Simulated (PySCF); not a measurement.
**Optical rotation: SMILES C[C@H]1CC[C@H]1CBr, C6H11Br**

Geometry (Å), atoms numbered from 1 in this order:
```xyz
18

C    -0.697   -1.582    0.414
C    -0.510   -0.503   -0.640
C    -1.466    0.693   -0.465
C    -0.301    1.537    0.071
C     0.682    0.465   -0.435
C     1.797    0.095    0.513
Br    2.921   -1.325   -0.231
H    -0.737   -1.153    1.413
H    -1.636   -2.102    0.234
H     0.106   -2.314    0.373
H    -0.529   -0.965   -1.629
H    -1.859    1.066   -1.408
H    -2.292    0.532    0.224
H    -0.304    1.617    1.157
H    -0.183    2.531   -0.355
H     1.114    0.750   -1.398
H     2.459    0.944    0.684
H     1.428   -0.279    1.467
```

Computed with PySCF 2.14.0, TDDFT B3LYP/def2-SVPD circular dichroism and optical rotation, one conformer, gas phase. Geometry: GFN2-xTB.

The molecule is flexible and this is one conformer; a measurement averages over conformers. The calculation is non-relativistic, which matters for the atoms heavier than Zn. States above about 7.5 eV (minus the energy of the highest occupied orbital) lie near or above the ionisation threshold and depend on the basis.

Stereocentres: C2 S, C5 R.

(1) Give the optical rotatory dispersion at 633, 589.3, 546, 436, 405, 365, 355 nm.

(2) And for the mirror image at 589.3 nm?

(3) What is the molar rotation [Φ] = [α]·M/100 of the geometry above at 589.3 nm?

Answers

(1) [α] in deg dm⁻¹ (g/mL)⁻¹:
```csv
λ (nm),origin-invariant length gauge,modified velocity gauge,length gauge (centre of mass),isotropic polarisability (au)
633,+162.4,+166.3,+163.0,94.0
589.3,+190.0,+194.6,+190.7,94.3
546,+225.3,+230.7,+226.1,94.8
436,+379.5,+388.4,+380.8,96.5
405,+454.4,+464.9,+455.8,97.3
365,+591.7,+605.1,+593.5,98.8
355,+636.5,+650.9,+638.4,99.2
```

(2) -190.0 deg dm⁻¹ (g/mL)⁻¹ (origin-invariant length gauge): the same size and the opposite sign.

(3) With M = 163.06 g/mol, +309.9 deg cm² dmol⁻¹ (origin-invariant length gauge).

The first excitation lies at 5.97 eV (208 nm) with R = -0.3 × 10⁻⁴⁰ esu² cm² (velocity form).
